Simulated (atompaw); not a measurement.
What one change does to a pseudopotential (oxygen, PAW (atompaw))

| Quantity | Value |
| --- | --- |
| Element | oxygen |
| Generator | atompaw 4.2.0.5 |
| Type | PAW |
| Functional | LDA (PW92) |
| Relativity | scalar-relativistic |
| Frozen core | [He] |
| Valence charge | 6 |
| Reference configuration | 2s2 2p3.5 (charge +0.5) |
| Partial waves | 2s (bound): rc 2.05 bohr; 2s channel at -1.65 Ry: rc 1.00 bohr; 2p (bound): rc 2.05 bohr; 2p channel at -0.8 Ry: rc 2.05 bohr |
| Local potential | troulliermartins scheme with l = 2 at 0 Ry, radius 1.40 bohr |
| Core correction | smooth core density matched at 1.30 bohr |
| Augmentation charge | sinc compensation charge, radius 1.95 bohr; PAW radius 2.05 bohr; waves and projectors: custom rrkj gramschmidtortho |

All-electron outer shells of the reference configuration (LDA (PW92), scalar-relativistic, ld1.x):

```json
{"shell": "2s", "level (eV)": "-31.16", "outermost node (bohr)": "0.28", "outermost maximum (bohr)": "0.87"}
{"shell": "2p", "level (eV)": "-16.43", "outermost node (bohr)": "–", "outermost maximum (bohr)": "0.80"}
```

Change: all radii scaled by about 0.93 (s 1.90, p 1.90 bohr); local potential troulliermartins scheme with l = 2 at 0 Ry, radius 1.30 bohr; augmentation sinc compensation charge, radius 1.82 bohr; PAW radius 1.90 bohr; waves and projectors: custom rrkj gramschmidtortho; core correction smooth core density matched at 1.22 bohr.

Cutoffs: the cutoffs (Ry, on a coarse ladder) from which the occupation-weighted sum of valence levels, in a spherical-Bessel basis at the reference potential, stays within 10 and 1 mRy of its value at 400 Ry; they do not see the model core or the augmentation charge, which bear on the density cutoff.

Question: What does the change do?

Answer: The potential gets harder (15 Ry and 21 Ry → 21 Ry and 30 Ry); neither file shows a bound ghost. A smaller radius makes the pseudo-wave follow the all-electron one further in, where it bends more sharply, so more plane waves are needed.

```csv
quantity,base,changed
"cutoff, loose",15 Ry,21 Ry
"cutoff, tight",21 Ry,30 Ry
loose cutoff by channel (10 mRy a level),"s 10 Ry, p 15 Ry","s 10 Ry, p 18 Ry"
bound ghosts,none,none
lowest overlap eigenvalue by channel,"s 0.09, p 1.00","s 0.16, p 1.00"
```

 The cutoffs see the waves, projectors and local potential, not the compensation charge or the core.
